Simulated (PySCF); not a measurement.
C2NiO2, SMILES [O+]#[C-]->[Ni]<-[C-]#[O+], multiplicity 1. Heavy atoms are numbered as in [Ni:1](<-[C-:3]#[O+:2])<-[C-:5]#[O+:4].

Coordinates come from a B3LYP-D3(BJ)/def2-SVP optimisation. The multiplicity is an assumed one; other spin states were not compared.

Method: PBE/def2-TZVP run with PySCF.

ESP charges are fitted to the potential on shells at 1.4 to 2.0 van der Waals radii. Atomic charges (e), one atom of each kind:

```csv
atom,Mulliken,ESP fit,Löwdin
Ni1,0.31,0.25,-0.01
O2,-0.02,-0.07,0.28
C3,-0.14,-0.06,-0.28
```
